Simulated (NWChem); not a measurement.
System: GaH3S2; SMILES [SH][GaH][SH]

Here is an NWChem input.

```
start job
memory heap 200 mb stack 900 mb global 1100 mb
geometry units angstroms noautoz
  Ga     0.000000     0.000000    -0.582013
  H      0.000000     0.000000    -2.140798
  S     -1.844648    -0.025325     0.618268
  H     -2.656916    -0.035683    -0.461691
  S      1.844648     0.025325     0.618268
  H      2.656916     0.035683    -0.461691
end
basis spherical
  * library pcseg-2
end
dft
  xc xtpss03 ctpss03
  iterations 150
  mulliken
end
task dft energy
```

Excerpt of the output:

```
             Northwest Computational Chemistry Package (NWChem) 7.3.0
             --------------------------------------------------------

 C2V symmetry detected

                             Geometry "geometry" -> ""
                             -------------------------

 Output coordinates in angstroms (scale by  1.889725989 to convert to a.u.)

  No.       Tag          Charge          X              Y              Z
 ---- ---------------- ---------- -------------- -------------- --------------
    1 Ga                  31.0000     0.00000000     0.00000000    -0.56198259
    2 H                    1.0000     0.00000000     0.00000000    -2.12076759
    3 S                   16.0000    -1.84482183     0.00000000     0.63829841
    4 H                    1.0000    -2.65715550     0.00000000    -0.44166059
    5 S                   16.0000     1.84482183     0.00000000     0.63829841
    6 H                    1.0000     2.65715550     0.00000000    -0.44166059

 Effective nuclear repulsion energy (a.u.)     319.8127288629

      Symmetry information
      --------------------

 Group name             C2v
 Group number             16
 Group order               4
 No. of unique centers     4

                                 NWChem DFT Module
                                 -----------------

 Summary of "ao basis" -> "ao basis" (spherical)
 ------------------------------------------------------------------------------
       Tag                 Description            Shells   Functions and Types
 ---------------- ------------------------------  ------  ---------------------
 Ga                         pcseg-2                 15       43   6s5p3d1f
 H                          pcseg-2                  6       14   3s2p1d
 S                          pcseg-2                 12       34   5s4p2d1f

      Symmetry analysis of basis
      --------------------------

        a1         59
        a2         20
        b1         46
        b2         28

            General Information
            -------------------
          SCF calculation type: DFT
          Wavefunction type:  closed shell.
          No. of atoms     :     6
          No. of electrons :    66
           Alpha electrons :    33
            Beta electrons :    33
          Charge           :     0
          Spin multiplicity:     1
          Use of symmetry is: on ; symmetry adaption is: on
          Maximum number of iterations: 150
          AO basis - number of functions:   153
                     number of shells:    57
          Convergence on energy requested:  1.00D-06
          Convergence on density requested:  1.00D-05
          Convergence on gradient requested:  5.00D-04

              XC Information
              --------------
                  TPSS metaGGA Exchange Functional  1.000
             TPSS03 metaGGA Correlation Functional  1.000

             Grid Information
             ----------------
          Grid used for XC integration:  medium
          Radial quadrature: Mura-Knowles
          Angular quadrature: Lebedev.
          Tag              B.-S. Rad. Rad. Pts. Rad. Cut. Ang. Pts.
          ---              ---------- --------- --------- ---------
          Ga                  1.30      112          11.0       590
          H                   0.35       45          14.0       434
          S                   1.00       88          13.0       590
          Grid pruning is: on
          Number of quadrature shells:   290
          Spatial weights used:  Erf1

      Superposition of Atomic Density Guess
      -------------------------------------

 Sum of atomic energies:       -2719.69343864

      Non-variational initial energy
      ------------------------------

 Total energy =   -2720.405916
 1-e energy   =   -4424.934902
 2-e energy   =    1384.716257
 HOMO         =      -0.327011
 LUMO         =       0.015876

      Symmetry analysis of molecular orbitals - initial
      -------------------------------------------------

  Numbering of irreducible representations:

     1 a1          2 a2          3 b1          4 b2

  Orbital symmetries:

     1 a1          2 a1          3 b1          4 a1          5 a1
     6 b1          7 b2          8 a1          9 b1         10 a1
    11 b1         12 a1         13 b1         14 b2         15 a2
    16 a1         17 a1         18 b1         19 b2         20 a1
    21 b1         22 a1         23 b2         24 a2         25 a1
    26 b1         27 a1         28 a1         29 b1         30 b1
    31 b2         32 a1         33 a2         34 b2         35 a1
    36 a1         37 b1         38 b1         39 a1         40 b2
    41 a1         42 a1         43 b1

     ---------------------------------------------
      Total Density - Mulliken Population Analysis
     ---------------------------------------------

    Atom       Charge   Shell Charges
 -----------   ------   -------------------------------------------------------
    1 Ga  31    30.24   2.00  2.00  1.15  0.82  0.56  0.64  6.00  5.87  0.30  0.69  0.07  9.71  0.36  0.06  0.02
    2 H    1     1.15   0.35  0.61  0.18  0.00  0.01  0.00
    3 S   16    16.50   2.01  0.40  1.57  1.01  0.84  5.92  0.87  2.71  1.13  0.00  0.03  0.00
    4 H    1     0.80   0.31  0.39  0.05  0.00  0.04  0.00
    5 S   16    16.50   2.01  0.40  1.57  1.01  0.84  5.92  0.87  2.71  1.13  0.00  0.03  0.00
    6 H    1     0.80   0.31  0.39  0.05  0.00  0.04  0.00

[...]
```

Level: TPSS/pcseg-2. Coordinates come from a PBE0/def2-SVP optimisation.
